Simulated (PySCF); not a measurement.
# Dipole response of Co (cobalt, neutral)

[Ar] 3d7 4s2, high-spin 4F determinant. All numbers are calculated (PySCF 2.14, no relativity, point nucleus, in aug-cc-pVTZ (8s7p5d3f2g, 93 functions)). Coupled (time-dependent) response in atomic units; α is the mean over directions.

| method | mean α (bohr³) | C₆ (like pair) | S(−4) |
| --- | --- | --- | --- |
| UHF | 73.69 | 679.6 | 3723 |
| PBE | 55.10 | 464.9 | 1633 |
| PBE0 | 58.65 | 505.4 | 1867 |

S(−4) is the Cauchy moment in α(ω) = α(0) + S(−4) ω² + …

Reference α: 55 ± 4 bohr³ (recommended; Schwerdtfeger and Nagle, table of static dipole polarizabilities (2023 update)). Published C₆: 408.0 (Chu and Dalgarno (2004); Tang, Norbeck and Certain (1976)).

Hartree-Fock lies above the reference because it lacks correlation, which contracts the outer shell.

α(iu) at PBE:

```json
{"u (hartree)": "0", "α(iu) (bohr³)": "55.10"}
{"u (hartree)": "0.0500", "α(iu) (bohr³)": "51.35"}
{"u (hartree)": "0.100", "α(iu) (bohr³)": "42.98"}
{"u (hartree)": "0.200", "α(iu) (bohr³)": "27.07"}
{"u (hartree)": "0.300", "α(iu) (bohr³)": "17.60"}
{"u (hartree)": "0.500", "α(iu) (bohr³)": "9.241"}
{"u (hartree)": "0.750", "α(iu) (bohr³)": "5.450"}
{"u (hartree)": "1.00", "α(iu) (bohr³)": "3.774"}
{"u (hartree)": "1.50", "α(iu) (bohr³)": "2.252"}
{"u (hartree)": "2.00", "α(iu) (bohr³)": "1.546"}
{"u (hartree)": "3.00", "α(iu) (bohr³)": "0.8883"}
{"u (hartree)": "5.00", "α(iu) (bohr³)": "0.4192"}
```

A single London oscillator, α(iu) = α/(1 + u²/ω²), gives C₆ = (3/4) ω α². Matching the computed C₆ needs ω = 4 × 464.9 / (3 × 55.10²) = 0.204 hartree.
